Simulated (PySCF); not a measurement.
# BRu: energy against distance

Set-up: B x2c-TZVPPall, Ru x2c-TZVPPall; spin-free X2C with a Gaussian nucleus (PySCF 2.14). Energies in eV from B + Ru (4d7 5s1) in their ground configurations at the same level. All curves are PBE0. state 1: ²Δ (doublet), unpaired electrons δ ↑; state 2: ⁴Σ⁻ (quartet), unpaired electrons σ ↑, δ ↑↑, a second solution, started from another occupation; state 3: Ms = 0.5 determinant of mixed spin (⟨S²⟩ near 1.8), unpaired electrons σ ↓, δ ↑↑, a second solution, started from another occupation; state 4: ⁴Δ (quartet), unpaired electrons σ ↑↑, δ ↑, a second solution, started from another occupation.

```json
{"R (Å)": "1.460", "state 1": "-3.203", "state 2": "-2.103", "state 3": "-1.749", "state 4": "-1.165"}
{"R (Å)": "1.528", "state 1": "-3.964", "state 2": "-3.038", "state 3": "-2.671", "state 4": "-2.227"}
{"R (Å)": "1.596", "state 1": "-4.385", "state 2": "-3.622", "state 3": "-3.243", "state 4": "-2.918"}
{"R (Å)": "1.647", "state 1": "-4.534", "state 2": "-3.886", "state 3": "-3.498", "state 4": "-3.250"}
{"R (Å)": "1.698", "state 1": "-4.572", "state 2": "-4.033", "state 3": "-3.636", "state 4": "-3.456"}
{"R (Å)": "1.749", "state 1": "-4.526", "state 2": "-4.088", "state 3": "-3.683", "state 4": "-3.562"}
{"R (Å)": "1.817", "state 1": "-4.369", "state 2": "-4.052", "state 3": "-3.637", "state 4": "-3.584"}
{"R (Å)": "1.902", "state 1": "-4.072", "state 2": "-3.881", "state 3": "-3.454", "state 4": "-3.472"}
{"R (Å)": "2.004", "state 1": "-3.638", "state 2": "-3.565", "state 3": "-3.120", "state 4": "-3.207"}
{"R (Å)": "2.139", "state 1": "-3.018", "state 2": "-3.062", "state 3": "-2.579", "state 4": "-2.740"}
```

**Question.** Put a parabola through the three lowest points of the state 1 curve and estimate Re, k and ωe (reduced mass 9.936 u; 1 eV/Å² = 0.16022 mdyn/Å; ωe = 1302.8·√(k/μ) cm⁻¹).

**Answer.** Through R = 1.647, 1.698, 1.749 Å the second-order coefficient is 16.1 eV/Å², so Re ≈ 1.696 Å, k ≈ 5.17 mdyn/Å and ωe ≈ 940 cm⁻¹. A polynomial fit of higher order to the unrounded PBE0 energies gives Re = 1.694 Å, k = 5.31 mdyn/Å, ωe = 953 cm⁻¹; anharmonicity and rounding make the difference.

The higher-order fit for each curve: state 1: Re = 1.694 Å, ωe = 953 cm⁻¹, De = 4.57 eV; state 2: Re = 1.760 Å, ωe = 848 cm⁻¹, minimum 4.09 eV below the ground-state fragments; state 3: Re = 1.755 Å, ωe = 857 cm⁻¹, minimum 3.68 eV below the ground-state fragments; state 4: Re = 1.795 Å, ωe = 818 cm⁻¹, minimum 3.59 eV below the ground-state fragments.

The metal atom is held in its measured ground configuration; semilocal functionals can put another filling of s and d lower by some tenths of an eV, and De to that atom would be smaller. ⟨S²⟩ of the unrestricted solution departs from its pure value on part of the curve, where spin states mix. These are scalar-relativistic numbers at best; spin–orbit coupling would shift them, the dissociation energy most. With d or f electrons several states lie close, and the lowest PBE0 determinant need not be the measured ground state.
